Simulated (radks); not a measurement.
Results of a calculation; reference values are marked as such.
Q: Successive ionisation energies (eV) of one element, from differences of total energies of ions in their ground configurations, starting at charge 0: 7.462, 19.511, 32.502, 46.941, 62.592, 79.303, 96.966, 115.50, 134.85, 209.38, 232.28, 255.66, 279.47, 303.66, 328.18, 391.79, 418.16, 741.28, 801.64, 863.61, 927.19, 992.34. Code: a radial shooting solver on a logarithmic mesh with Libxc functionals. Model: Dirac Kohn-Sham, PBE, spin-unpolarised, spherical densities, point nucleus; open shells are shared between the two j in proportion to 2j + 1. Which element is it?

A: Rhodium (Z = 45). The first species listed is Rh in [Kr] 4d8 5s1, the last Rh21+ in [Ar] 3d6.
